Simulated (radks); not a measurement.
Excited configurations of Al IV: one electron is placed in a higher orbital outside [He] 2s2 2p5. The ground configuration is [Ne]. Method: Dirac Kohn-Sham, PBE, spin-unpolarised, spherical densities, finite nucleus; open shells are shared between the two j in proportion to 2j + 1; Fermi nuclear charge, rms radius 3.061 fm; computed with a radial shooting solver on a logarithmic mesh with Libxc functionals. Excitation = E - E(ground); binding = E(ion) - E, where the ion is the core of charge +4; n* = 4/sqrt(2 binding) in atomic units, and the quantum defect is n - n*. Eigenvalue and <r> are those of j = l + 1/2.

outer orbital  excitation (eV)  binding (eV)     n*  quantum defect  eigenvalue (eV)  <r> (bohr)
4d                      106.38        14.761  3.840           0.160          -12.841       4.829
4f                      107.55        13.587  4.003          -0.003          -11.584       4.483
5d                      111.65         9.488  4.790           0.210           -8.408       7.978
7p                      115.74         5.398  6.350           0.650           -4.878       15.18
7d                      116.30         4.841  6.706           0.294           -4.362       16.47

The Delta-SCF ionisation energy is 121.14 eV (NIST Atomic Spectra Database: 119.99 eV, measured). Self-interaction in the functional shifts the binding energies and quantum defects, so they are the method's values and not measured ones. Spin polarisation and multiplet splitting are left out, so open shells lie too high by an amount that depends on their filling.

Beside tabulated values, note that spin-unpolarised runs miss the spin-polarisation part of the exchange energy of open shells.
